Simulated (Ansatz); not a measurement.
Several settings on one geometry of (MgSe)2 ring (Mg₂Se₂) (that of the charge 0 singlet, PBE0-D4/def2-SVP). Ansatz on 4 threads of Arm Neoverse V2 on a shared host; times are rough.

| atom | x (Å) | y (Å) | z (Å) |
| --- | --- | --- | --- |
| Mg1 | 0.466 | 0.415 | -1.206 |
| Se2 | -1.272 | 1.606 | 0.062 |
| Mg3 | -0.467 | -0.416 | 1.205 |
| Se4 | 1.274 | -1.605 | -0.061 |

Totals from different functionals, basis sets or treatments of relativity can't be compared as stabilities.

DK, ANO-RCC and x2c sets are all-electron and run with scalar relativity unless a key says otherwise.

Give the basis size and estimate the energy, ⟨S²⟩ and time of these runs.

| run | method | charge | state | further keys |
| --- | --- | --- | --- | --- |
| 1 | RKS B97/def2-TZVPP | 0 | singlet | final_grid: {core_spheres: 20, valence_spheres: 16, degree: 47}; scf: {omitted_lower_state_checks: [starts]} |
| 2 | RHF/ANO-RCC-VTZP | 0 | singlet | – |
| 3 | RKS BHLYP-D4/def2-SVP | 0 | singlet | – |


| run | functions | energy (Eh) | ⟨S²⟩ | wall time |
| --- | --- | --- | --- | --- |
| 1 | 160 | -5203.1348 | – | 3.2 s |
| 2 | 154 | -5256.2131 | – | 3.6 s |
| 3 | 100 | -5202.6696 | – | 1.2 s |
